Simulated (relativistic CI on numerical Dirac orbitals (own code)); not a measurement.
Computed by Dirac-Coulomb-Breit CI, KLI orbitals optimised for each configuration, a model potential for QED, unscaled Slater integrals (own radial code, finite nucleus).

Configuration list (outside the closed core 1s2): 2s2 2p4, 2s 2p5, 2p6, 2p5 3s, 2p5 3p, 2p5 3d, 2s2 2p3 3s, 2s2 2p3 3p, 2s2 2p3 3d, 2s 2p4 3s, 2s 2p4 3p, 2s 2p4 3d, 2s2 2p3 4s, 2s2 2p3 4p, 2s2 2p3 4d, 2s2 2p3 4f, 2s 2p4 4s, 2s 2p4 4p, 2s 2p4 4d, 2s 2p4 4f, 2s2 2p2 3s2, 2s2 2p3 5s, 2s2 2p2 3s 3p, 2s2 2p3 5p, 2s2 2p3 5d, 2s2 2p3 5f, 2s2 2p3 5g, 2s2 2p2 3p2, 2s2 2p2 3s 3d, 2s2 2p2 3p 3d, 2s 2p3 3s2, 2s2 2p2 3d2, 2s 2p3 3s 3p, 2s 2p4 5s, 2s 2p3 3p2, 2s 2p3 3s 3d. Levels of other configurations are missing.

At this charge energies of transitions that change n are usually good to better than 1 %, and those within a shell (Δn = 0) to a few per cent.

Outline of the computed level scheme of Sr XXXI. Lowest level of each configuration: 2s2 2p4 3P_2 at 0.00 eV; 2s 2p5 3P°_2 at 234.49 eV; 2p6 1S_0 at 527.48 eV; 2s2 2p3 3s 5S°_2 at 2038.89 eV; 2s2 2p3 3p 5P_1 at 2087.18 eV; 2s2 2p3 3d 3D°_2 at 2162.65 eV.

Some strong electric-dipole decays among the lowest 45 levels: 2s2 2p3 3d 3D°_3 → 2s2 2p4 3P_2 (8.8e+13 s⁻¹); 2s2 2p3 3d 3D°_1 → 2s2 2p4 1S_0 (6.1e+13 s⁻¹); 2s2 2p3 3d 3D°_2 → 2s2 2p4 3P_2 (3.8e+13 s⁻¹); 2s2 2p3 3d 5D°_1 → 2s2 2p4 3P_2 (1.1e+13 s⁻¹); 2s2 2p3 3s 1D°_2 → 2s2 2p4 1D_2 (1.1e+13 s⁻¹); 2s2 2p3 3s 3S°_1 → 2s2 2p4 3P_2 (1.1e+13 s⁻¹); 2s2 2p3 3s 3D°_1 → 2s2 2p4 3P_1 (1.0e+13 s⁻¹); 2s2 2p3 3s 3D°_3 → 2s2 2p4 3P_2 (6.2e+12 s⁻¹).

LS names give the leading component of a level, which can be under half, so a name can repeat, a term be missing and a line seem to break the LS rules.
